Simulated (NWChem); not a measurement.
System: C3H5 cation

Parts of the log:

```
             Northwest Computational Chemistry Package (NWChem) 7.3.0
             --------------------------------------------------------

                             Geometry "geometry" -> ""
                             -------------------------

 Output coordinates in angstroms (scale by  1.889725989 to convert to a.u.)

  No.       Tag          Charge          X              Y              Z
 ---- ---------------- ---------- -------------- -------------- --------------
    1 C                    6.0000     0.00150000    -1.38235600     0.00186800
    2 C                    6.0000    -0.04778100    -0.10950700    -0.00083900
    3 C                    6.0000    -0.04949300     1.29141300     0.00159200
    4 H                    1.0000    -0.92932500    -1.97235100    -0.08175300
    5 H                    1.0000     0.95841500    -1.92659600     0.08426700
    6 H                    1.0000     1.04657700     1.51323100     0.10043400
    7 H                    1.0000    -0.36758100     1.73473300    -0.95749700
    8 H                    1.0000    -0.53283400     1.73096400     0.89088400

 Effective nuclear repulsion energy (a.u.)      64.5454771440

                                 NWChem DFT Module
                                 -----------------

 Summary of "ao basis" -> "ao basis" (spherical)
 ------------------------------------------------------------------------------
       Tag                 Description            Shells   Functions and Types
 ---------------- ------------------------------  ------  ---------------------
 C                          def2-svp                 6       14   3s2p1d
 H                          def2-svp                 3        5   2s1p

 in cosmo_initialize ...

 solvent parameters
 solvname_short: unkn
 solvname_long:  unknown
 dielec:        3.9000

          ---------------
          -cosmo- solvent
          ---------------
 Cosmo: York-Karplus, doi: 10.1021/jp992097l
 dielectric constant -eps-     =   3.90
 screen = (eps-1)/(eps    )    =   0.74359
 surface charge correction     = lagrangian

   van der Waals surface
 --------------------------

 ---------- ATOMIC COORDINATES (A.U.) ------------ VDWR(ANG.) --
     1    0.00283459   -2.61227406    0.00353001     2.000
     2   -0.09029300   -0.20693822   -0.00158548     2.000
     3   -0.09352821    2.44041671    0.00300844     2.000
     4   -1.75616960   -3.72720294   -0.15449077     1.300
     5    1.81114173   -3.64073853    0.15924154     1.300
     6    1.97774376    2.85959195    0.18979274     1.300
     7   -0.69462737    3.27817003   -1.80940696     1.300
     8   -1.00691026    3.27104766    1.68352665     1.300
 number of segments per atom =         32
 number of   points per atom =         32
 atom (   nspa,  nppa )
 ----------------------
    1 (     20,     0 )       0
    2 (     16,     0 )       0
    3 (     18,     0 )       0
    4 (     15,     0 )       0
    5 (     15,     0 )       0
    6 (     14,     0 )       0
    7 (     15,     0 )       0
    8 (     14,     0 )       0
 number of -cosmo- surface points =      127
 molecular surface =     99.190 angstrom**2
 molecular volume  =     72.894 angstrom**3
 G(cav/disp)       =      1.356 kcal/mol
 -lineq- algorithm             =   0
 -bem- low  level              =   2
 -bem- from -octahedral-
 gaussian surface charge width =   4.50000
 degree of switching           =   1.00000
 switching function tolerance  =   0.00010
 atomic radii =
 --------------
    1  6.000  2.000
    2  6.000  2.000
    3  6.000  2.000
    4  1.000  1.300
    5  1.000  1.300
    6  1.000  1.300
    7  1.000  1.300
    8  1.000  1.300
 ...... end of -cosmo- initialization ......

            General Information
            -------------------
          SCF calculation type: DFT
          Wavefunction type:  closed shell.
          No. of atoms     :     8
          No. of electrons :    22
           Alpha electrons :    11
            Beta electrons :    11
          Charge           :     1
          Spin multiplicity:     1
          Use of symmetry is: off; symmetry adaption is: off
          Maximum number of iterations: 150
          AO basis - number of functions:    67
                     number of shells:    33
          Convergence on energy requested:  1.00D-06
          Convergence on density requested:  1.00D-05
          Convergence on gradient requested:  5.00D-04

              XC Information
              --------------
                         B3LYP Method XC Potential
                     Hartree-Fock (Exact) Exchange  0.200
                        Slater Exchange Functional  0.800 local
                    Becke 1988 Exchange Functional  0.720 non-local
              Lee-Yang-Parr Correlation Functional  0.810
                  VWN I RPA Correlation Functional  0.190 local

             Grid Information
             ----------------
          Grid used for XC integration:  medium
          Radial quadrature: Mura-Knowles
          Angular quadrature: Lebedev.
          Tag              B.-S. Rad. Rad. Pts. Rad. Cut. Ang. Pts.
          ---              ---------- --------- --------- ---------
          C                   0.70       49          10.0       434
          H                   0.35       45          11.0       434
          Grid pruning is: on
          Number of quadrature shells:   372
          Spatial weights used:  Erf1

      Superposition of Atomic Density Guess
      -------------------------------------

 Sum of atomic energies:        -115.37082663

 Renormalizing density from      23.00 to     22

      Non-variational initial energy
      ------------------------------

 Total energy =    -113.471472
 1-e energy   =    -268.318222
 2-e energy   =      90.301272
 HOMO         =      -0.676568
 LUMO         =      -0.442927

   convergence    iter        energy       DeltaE   RMS-Dens  Diis-err
 ---------------- ----- ----------------- --------- --------- ---------
     COSMO gas phase
 d= 0,ls=0.0,diis     1   -116.8056224529 -1.81D+02  1.27D-02  5.38D-01
 d= 0,ls=0.0,diis     2   -116.8349761702 -2.94D-02  5.63D-03  2.31D-01
 d= 0,ls=0.0,diis     3   -116.8654565552 -3.05D-02  1.28D-03  9.91D-03
 d= 0,ls=0.0,diis     4   -116.8665990227 -1.14D-03  4.33D-04  2.04D-03
 d= 0,ls=0.0,diis     5   -116.8668837582 -2.85D-04  7.08D-05  2.83D-05
  Resetting Diis
 d= 0,ls=0.0,diis     6   -116.8668872539 -3.50D-06  2.30D-05  4.27D-06
 d= 0,ls=0.0,diis     7   -116.8668878098 -5.56D-07  1.09D-05  2.79D-07
 d= 0,ls=0.0,diis     8   -116.8668877959  1.39D-08  5.79D-06  3.76D-07

   convergence    iter        energy       DeltaE   RMS-Dens  Diis-err
 ---------------- ----- ----------------- --------- --------- ---------
     COSMO solvation phase
 d= 0,ls=0.0,diis     1   -116.9437140264 -7.68D-02  1.15D-03  3.94D-04
 d= 0,ls=0.0,diis     2   -116.9437609249 -4.69D-05  2.35D-04  3.97D-04
 d= 0,ls=0.0,diis     3   -116.9438057951 -4.49D-05  8.16D-05  6.85D-05
 d= 0,ls=0.0,diis     4   -116.9438149488 -9.15D-06  1.50D-05  1.95D-06
 d= 0,ls=0.0,diis     5   -116.9438152029 -2.54D-07  3.40D-06  6.18D-08

         Total DFT energy =     -116.943815202895
      One electron energy =     -273.944864862175
           Coulomb energy =      113.532277039670
    Exchange-Corr. energy =      -17.716209981337
 Nuclear repulsion energy =       64.545477143980

             COSMO energy =       -3.360494543033

 Numeric. integr. density =       22.000003899692

                                   COSMO solvation results
                                   -----------------------

                 gas phase energy =      -116.866887795890
                 sol phase energy =      -116.943815202895
 (electrostatic) solvation energy =         0.076927407005 (   48.27 kcal/mol)

                       DFT Final Molecular Orbital Analysis
                       ------------------------------------

 Vector    9  Occ=2.000000D+00  E=-5.408429D-01
              MO Center= -1.8D-01,  1.1D+00, -9.3D-03, r^2= 1.6D+00
   Bfn.  Coefficient  Atom+Function         Bfn.  Coefficient  Atom+Function
  ----- ------------  ---------------      ----- ------------  ---------------
    34      0.429258  3 C  pz                58     -0.267101  7 H  s
    63      0.267865  8 H  s                 20      0.243967  2 C  pz
    37      0.160129  3 C  pz                23      0.117638  2 C  pz
     6      0.104016  1 C  pz                59     -0.058631  7 H  s
    64      0.058635  8 H  s                 32     -0.037786  3 C  px

 Vector   10  Occ=2.000000D+00  E=-5.089509D-01
              MO Center=  1.5D-01,  5.2D-01,  1.9D-02, r^2= 3.0D+00
   Bfn.  Coefficient  Atom+Function         Bfn.  Coefficient  Atom+Function
  ----- ------------  ---------------      ----- ------------  ---------------
    32      0.394387  3 C  px                53      0.319424  6 H  s
     4     -0.247995  1 C  px                48     -0.178416  5 H  s
    43      0.175144  4 H  s                 35      0.171306  3 C  px
    63     -0.134735  8 H  s                 58     -0.134052  7 H  s
     7     -0.119204  1 C  px                54      0.081692  6 H  s

 Vector   11  Occ=2.000000D+00  E=-3.999247D-01
              MO Center= -6.7D-02, -3.9D-01, -2.6D-03, r^2= 2.1D+00
   Bfn.  Coefficient  Atom+Function         Bfn.  Coefficient  Atom+Function
  ----- ------------  ---------------      ----- ------------  ---------------
     6      0.410480  1 C  pz                20      0.411595  2 C  pz
     9      0.234520  1 C  pz                23      0.226153  2 C  pz
    34     -0.181197  3 C  pz                58      0.166202  7 H  s
    63     -0.166161  8 H  s                 37     -0.102140  3 C  pz
    59      0.067427  7 H  s                 64     -0.067181  8 H  s

 Vector   12  Occ=0.000000D+00  E=-2.069931D-01
              MO Center=  3.0D-02, -1.9D-01,  6.0D-03, r^2= 2.3D+00
   Bfn.  Coefficient  Atom+Function         Bfn.  Coefficient  Atom+Function
  ----- ------------  ---------------      ----- ------------  ---------------
    18      0.593059  2 C  px                21      0.495474  2 C  px
    53     -0.219300  6 H  s                 43      0.212183  4 H  s
    48     -0.210428  5 H  s                 49     -0.194943  5 H  s
    54     -0.195075  6 H  s                 44      0.186663  4 H  s
    32     -0.108651  3 C  px                58      0.096208  7 H  s

 Vector   13  Occ=0.000000D+00  E=-9.706307D-02
              MO Center= -5.8D-02, -5.9D-01, -2.1D-03, r^2= 2.5D+00
   Bfn.  Coefficient  Atom+Function         Bfn.  Coefficient  Atom+Function
  ----- ------------  ---------------      ----- ------------  ---------------
     9      0.602051  1 C  pz                23     -0.545305  2 C  pz
    20     -0.479063  2 C  pz                 6      0.448725  1 C  pz
    59     -0.263939  7 H  s                 64      0.263324  8 H  s
    58     -0.158512  7 H  s                 63      0.158386  8 H  s
    37     -0.077511  3 C  pz                 7     -0.053378  1 C  px

 Vector   14  Occ=0.000000D+00  E= 2.893053D-03
              MO Center=  2.6D-01,  5.7D-01,  2.5D-02, r^2= 6.3D+00
   Bfn.  Coefficient  Atom+Function         Bfn.  Coefficient  Atom+Function
  ----- ------------  ---------------      ----- ------------  ---------------
    31      2.567041  3 C  s                 54     -1.118086  6 H  s
    17     -0.916599  2 C  s                 59     -0.814457  7 H  s
    64     -0.810065  8 H  s                  3      0.721480  1 C  s
    44     -0.658952  4 H  s                 49     -0.634130  5 H  s
    22     -0.488574  2 C  py                 8     -0.315188  1 C  py

     Multipole analysis of the density
     ---------------------------------

     L   x y z        total         alpha         beta         nuclear
     -   - - -        -----         -----         ----         -------
     0   0 0 0      1.000000    -11.000000    -11.000000     23.000000

     1   1 0 0      0.117400      0.436071      0.436071     -0.754741
     1   0 1 0     -0.075787      0.078059      0.078059     -0.231905
     1   0 0 1      0.020919     -0.038731     -0.038731      0.098381

     2   2 0 0    -10.181672    -11.027667    -11.027667     11.873662
     2   1 1 0      0.298586      0.781951      0.781951     -1.265316
     2   1 0 1      0.242546     -0.126735     -0.126735      0.496016
     2   0 2 0     -3.576645    -68.640840    -68.640840    133.705034
     2   0 1 1      0.054176     -0.025330     -0.025330      0.104835
     2   0 0 2    -12.918499     -9.556053     -9.556053      6.193606
```

Level: B3LYP/def2-SVP, COSMO on the gas-phase geometry. All runs use the structure optimised with PBE0/def2-SVP. COSMO prints the solvation energy as gas minus solution, so a positive value is a stabilisation.

Write an input that gives this output.

Several could match; the one computed here: the input that was run:
```
start job
memory heap 200 mb stack 900 mb global 1100 mb
charge 1
geometry units angstroms noautosym nocenter noautoz
  C      0.001500    -1.382356     0.001868
  C     -0.047781    -0.109507    -0.000839
  C     -0.049493     1.291413     0.001592
  H     -0.929325    -1.972351    -0.081753
  H      0.958415    -1.926596     0.084267
  H      1.046577     1.513231     0.100434
  H     -0.367581     1.734733    -0.957497
  H     -0.532834     1.730964     0.890884
end
basis spherical
  * library def2-svp
end
dft
  xc b3lyp
  iterations 150
end
cosmo
  dielec 3.9
end
task dft energy
```
